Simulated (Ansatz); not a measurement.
Mg₄H₃. Total charge 0; doublet. Geometry r2SCAN-D4/def2-TZVP; atoms count from 1.

Cartesian coordinates in Å:
```
Mg -0.624 3.258 0.178
Mg 0.542 -2.620 -1.508
Mg -0.370 1.837 2.738
Mg 0.007 -0.166 -0.094
H 0.866 -4.096 -2.360
H -0.570 1.511 -0.665
H 0.149 0.276 1.712
```

Another isomer (doublet) lies 0.05 eV lower at PBE0-D4/def2-TZVP; other spin states weren't run for this one.

(1) Estimate the Mulliken populations from the PBE0/def2-TZVP orbitals of Ansatz.

(2) Where does the spin sit?

(3) And the Mayer bond orders between bonded heavy atoms (over 0.3)?

Results:

(1) 
```
atom  charge (e)  spin (α − β)
 Mg1        0.15          0.44
 Mg2        0.12          0.00
 Mg3        0.15          0.44
 Mg4        0.42          0.09
  H5       -0.20          0.00
  H6       -0.32          0.02
  H7       -0.32          0.02
```
Mulliken values and Mayer orders depend strongly on the basis.

(2) Summed by element: Mg 0.97, H 0.03, of 1 unpaired in all. Largest on single atoms: Mg1 0.44, Mg3 0.44, Mg4 0.09.

(3) Mg1–Mg3 0.71 (2.94 Å); Mg2–Mg4 0.74 (2.88 Å).
